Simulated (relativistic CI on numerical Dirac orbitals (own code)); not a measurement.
Slater and spin-orbit integrals, Pm28+

Calculated at this level of theory: Dirac-Coulomb-Breit CI, orbitals from a KLI potential per configuration, model QED, unscaled Slater integrals (own radial code, finite nucleus).

Slater integrals F^k, G^k are unscaled and averaged over j, outside the closed core [Ar] 3d10; ζ comes from projecting the Hamiltonian with its Breit term on Σ l·s of the shell.

- 4s2.4p3: F^2(4p,4p) = 188060, ζ(4p) = 178870 cm⁻¹; <r>(4p) = 0.5468, <r^2>(4p) = 0.3377 (bohr units).
- 4s.4p4: F^2(4p,4p) = 188010, G^1(4s,4p) = 246220, ζ(4p) = 178710 cm⁻¹; <r>(4s) = 0.5334, <r^2>(4s) = 0.3195, <r>(4p) = 0.5469, <r^2>(4p) = 0.3379 (bohr units).
- 4s2.4p2.4d: F^2(4p,4p) = 188000, ζ(4p) = 179230, F^2(4p,4d) = 183980, G^1(4p,4d) = 229480, G^3(4p,4d) = 146920, ζ(4d) = 21788 cm⁻¹; <r>(4p) = 0.5469, <r^2>(4p) = 0.3379, <r>(4d) = 0.5522, <r^2>(4d) = 0.3482 (bohr units).

Averages of the first 10 configurations, taken without configuration mixing, which lowers the lowest level and can move excited configurations by several eV; other configurations of the list can lie among them:

| Configuration | Parity | States | Average energy above the lowest level (eV) |
| --- | --- | --- | --- |
| 4s2.4p3 | odd | 20 | 36.8 |
| 4s.4p4 | even | 30 | 131.0 |
| 4s2.4p2.4d | even | 150 | 164.9 |
| 4p5 | odd | 6 | 233.7 |
| 4s.4p3.4d | odd | 400 | 255.6 |
| 4s2.4p2.4f | odd | 210 | 294.4 |
| 4s.4p3.4f | even | 560 | 385.2 |
| 4p4.4d | even | 150 | 354.5 |
| 4s.4p2.4d2 | even | 1350 | 382.5 |
| 4s2.4p.4d.4f | even | 840 | 423.1 |
